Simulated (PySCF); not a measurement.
**AlTl⁺: one state, many levels of theory**

State: ²Σ⁺ (doublet), unpaired electrons σ ↑. Set-up: basis Al def2-SVPD, Tl def2-SVPD with ECP60; scalar-relativistic core potentials; PySCF 2.14. De refers to Al⁺ + Tl in their high-spin ground configurations, without counterpoise correction. The functionals are run spin-unrestricted. A positive dipole points towards Tl; it is taken about the centre of mass and depends on that origin.

```tsv
Level	Re (Å)	ωe (cm⁻¹)	De (eV)	μ (D)	CPU s a point (SCF and correlation, without the integrals)
UHF	3.589	97.8	n/a	-4.98	0.24
UHF-MP2	3.489	104	n/a	n/a	0.45
UHF-SCS-MP2	3.524	101	n/a	n/a	n/a
UHF-CCSD	3.506	102	n/a	n/a	n/a
UHF-CCSD(T)	3.492	104	n/a	n/a	11
PBE	3.530	96.1	n/a	-5.36	0.98
PW91	3.519	97.2	n/a	-5.40	0.68
r²SCAN	3.492	100	n/a	-5.30	1.4
TPSSh	3.510	101	n/a	-5.03	1.5
PBE0	3.474	104	n/a	-5.22	1.6
MN15	3.495	95.5	n/a	-6.15	1.6
ωB97X	3.404	122	n/a	-4.97	1.2
```

The bond length runs from 3.404 Å (ωB97X) to 3.589 Å (UHF).

Correlated steps freeze 9 core orbitals. These are scalar-relativistic numbers at best; spin–orbit coupling would shift them, the dissociation energy most. The state was picked by a PBE0 search and need not be the measured ground state.

The whole job (state search and all levels along the bond) took about 4.2 min on 1 thread of Arm Neoverse N1 (shared host), peak memory 0.76 GiB.
